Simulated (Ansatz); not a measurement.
Input for Ansatz (a quantum-chemistry and plane-wave program): U-CCSD(T)/def2-TZVPP on MoAs, 2S+1 = 4, a spin state set in the input, which need not be the lowest, a point of a bond scan (R = 2.287 Å). Elements past Kr take the def2 small-core potentials; no spin–orbit coupling.

Ansatz 0.2 input:
```yaml
crystal:
  periodic: [false, false, false]
  atoms:
    - {symbol: Mo, position_ang: [0.00000000, 0.00000000, 0.00000000]}
    - {symbol: As, position_ang: [0.00000000, 0.00000000, 2.28730900]}
basis:
  gaussian:
    orbitals: def2-TZVPP
    pivot_positions_ang: [[0.00000000, 0.00000000, 0.00000000], [0.00000000, 0.00000000, 2.28730900]]
magnetization: {spin_polarized: true, initial_magnetization: 3}
correlation: {method: ccsd_t, electrons: valence}
output: {orbitals: {seedname: ./end}}
```

Program output:

```
WARN ansatz: RAYON_NUM_THREADS=1 ignored (pool sized by the plan → 1); use --threads N
Functional definition: HF
integrals: 0.20 GiB planned
768 factors; integrals over basis functions are off by at most 3.1e-4 eV
mean field: 0.44 GiB planned
mean field evaluation 1: about -62629.6419 eV, gradient 1.3e1 eV
mean field evaluation 2: about -62629.8679 eV, gradient 1.3e1 eV
mean field evaluation 4: about -62631.0367 eV, gradient 5.4e0 eV
mean field evaluation 8: about -62631.1467 eV, gradient 1.7e0 eV
mean field evaluation 16: about -62634.0467 eV, gradient 3.8e-1 eV
mean field evaluation 32: about -62381.9274 eV, gradient 1.3e2 eV
mean field evaluation 64: about -62631.3567 eV, gradient 1.2e0 eV
mean field evaluation 96: about -62631.7612 eV, gradient 1.9e-5 eV
mean field evaluation 128: about -62631.6180 eV, gradient 4.9e-1 eV
mean field evaluation 160: about -62630.7701 eV, gradient 1.1e0 eV
mean field evaluation 192: about -62631.5686 eV, gradient 2.1e0 eV
mean field evaluation 224: about -62631.2542 eV, gradient 2.2e-2 eV
mean field evaluation 256: about -62631.2690 eV, gradient 5.5e-1 eV
mean field evaluation 288: about -62633.8061 eV, gradient 2.1e0 eV
mean field evaluation 320: about -62629.1176 eV, gradient 1.3e1 eV
mean field evaluation 352: about -62629.3899 eV, gradient 1.3e1 eV
mean field evaluation 384: about -62631.7644 eV, gradient 3.6e-2 eV
mean field evaluation 416: about -62631.7721 eV, gradient 2.2e-1 eV
mean field evaluation 448: about -62631.4906 eV, gradient 7.4e-1 eV
mean field evaluation 480: about -62631.8393 eV, gradient 2.7e0 eV
mean field evaluation 512: about -62632.3796 eV, gradient 1.8e-3 eV
mean field evaluation 544: about -62631.3182 eV, gradient 1.1e-3 eV
mean field evaluation 576: about -62631.5928 eV, gradient 2.0e0 eV
mean field evaluation 608: about -62631.7747 eV, gradient 1.4e-1 eV
mean field evaluation 640: about -62629.1179 eV, gradient 1.3e1 eV
mean field evaluation 672: about -62630.2672 eV, gradient 1.1e1 eV
mean field evaluation 704: about -62629.0639 eV, gradient 8.2e0 eV
mean field evaluation 736: about -62623.8885 eV, gradient 2.0e1 eV
mean field evaluation 768: about -62629.0723 eV, gradient 6.1e0 eV
mean field evaluation 800: about -62628.1752 eV, gradient 1.4e1 eV
mean field -62634.04836623 eV, -2301.7588225762 hartree, gradient 2.5e-6 eV, S^2 5.512990; 20 other end points of the search recorded, 0 dependent functions left out
determinant -62634.04836623 eV, -2301.7588225762 hartree, with singles and doubles -62651.22075765 eV, -2302.3898963211 hartree
determinant -62632.37960645 eV, -2301.6974967853 hartree, with singles and doubles -62649.36615484 eV, -2302.3217409249 hartree
determinant -62631.76120593 eV, -2301.6747709855 hartree, with singles and doubles -62649.16352197 eV, -2302.3142943041 hartree
determinant -62631.59594534 eV, -2301.6686977708 hartree, with singles and doubles -62648.35555086 eV, -2302.2846019135 hartree
determinant -62631.59578686 eV, -2301.6686919468 hartree, with singles and doubles -62648.81262267 eV, -2302.3013989926 hartree
determinant -62631.47836494 eV, -2301.6643767709 hartree, with singles and doubles -62648.06211593 eV, -2302.2738183789 hartree
determinant -62631.31822894 eV, -2301.6584918814 hartree, with singles and doubles -62648.84322427 eV, -2302.3025235809 hartree
determinant -62630.63354223 eV, -2301.6333301087 hartree, with singles and doubles -62648.20509639 eV, -2302.2790728139 hartree
determinant -62631.25424186 eV, -2301.6561403995 hartree, with singles and doubles -62650.73009103 eV, -2302.3718646551 hartree
9 core orbitals not correlated
reference -62634.04836623 eV, -2301.7588225762 hartree; 16, 13 occupied and 79, 82 virtual orbitals, 768 factors
second order -16.88209495 eV of doubles, -0.00000000 eV of singles
coupled cluster: 0.67 GiB planned
cycle   1  -17.18391115 eV  change   -1.2e-2 eV  update   8.8e-3
cycle   2  -17.19404620 eV  change   -1.0e-2 eV  update   6.4e-3
cycle   3  -17.20264989 eV  change   -8.6e-3 eV  update   5.1e-3
cycle   4  -17.20949650 eV  change   -6.8e-3 eV  update   2.6e-3
cycle   5  -17.21768152 eV  change   -8.2e-3 eV  update   1.1e-3
cycle   6  -17.22023679 eV  change   -2.6e-3 eV  update   6.1e-4
cycle   7  -17.22081543 eV  change   -5.8e-4 eV  update   2.4e-4
cycle   8  -17.22090436 eV  change   -8.9e-5 eV  update   1.2e-4
cycle   9  -17.22085680 eV  change    4.8e-5 eV  update   5.3e-5
cycle  10  -17.22099017 eV  change   -1.3e-4 eV  update   2.2e-5
cycle  11  -17.22099145 eV  change   -1.3e-6 eV  update   8.7e-6
coupled cluster: 0.68 GiB planned
perturbative correction -0.87020115 eV, -0.0319793023 hartree
Total energy: -62652.13955883 eV, -2302.4236616414 hartree
```

The run converged. Its determinant has ⟨S²⟩ = 5.51, a mixture of spin states.

Cost: around 2.4 core-minutes (rough).
